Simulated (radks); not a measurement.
Species: Os4+. Configuration: [Kr] 4d10 4f14 5s2 5p5 5d5 (not the ground configuration). Method: scalar-relativistic Kohn-Sham, PBEsol, spin-polarised, spherical densities, finite nucleus; open shells are filled with parallel spins first (spin-orbit coupling, left out, can overturn this in heavy ions); Fermi nuclear charge, rms radius 5.4126 fm; computed with a radial shooting solver on a logarithmic mesh with Libxc functionals.

Unscreened Slater integrals over Kohn-Sham orbitals (eV). They are taken over the spin-up orbitals.

\begin{tabular}{lr}
integral & value \\ \hline
F0(5d,5d) & 16.286 \\
F2(5d,5d) & 8.6522 \\
F4(5d,5d) & 5.7956 \\
F0(5d,5p) & 18.241 \\
F2(5d,5p) & 9.2235 \\
G1(5d,5p) & 11.125 \\
G3(5d,5p) & 6.9331 \\
F0(5d,4f) & 20.739 \\
F2(5d,4f) & 5.1089 \\
F4(5d,4f) & 2.4360 \\
G1(5d,4f) & 1.8331 \\
G3(5d,4f) & 1.6807 \\
G5(5d,4f) & 1.3324 \\
F0(5d,5s) & 18.979 \\
G2(5d,5s) & 7.3415 \\
F0(5p,5p) & 21.367 \\
F2(5p,5p) & 11.577 \\
F0(5p,4f) & 26.139 \\
F2(5p,4f) & 8.3185 \\
G2(5p,4f) & 3.4344 \\
G4(5p,4f) & 2.8385 \\
F0(5p,5s) & 22.721 \\
G1(5p,5s) & 15.222 \\
F0(4f,4f) & 44.938 \\
F2(4f,4f) & 21.986 \\
F4(4f,4f) & 13.926 \\
F6(4f,4f) & 10.057 \\
F0(4f,5s) & 29.192 \\
G3(4f,5s) & 4.3361 \\
F0(5s,5s) & 24.467 \\
\end{tabular}

Derived for the open shells (J is the average intra-shell exchange parameter used in DFT+U). 5p: J = F2/5 = 2.315 eV. 5d: Racah B = F2/49 - 5 F4/441 = 0.1109 eV, C = 35 F4/441 = 0.4600 eV, C/B = 4.15, F4/F2 = 0.670, J = (F2 + F4)/14 = 1.032 eV.
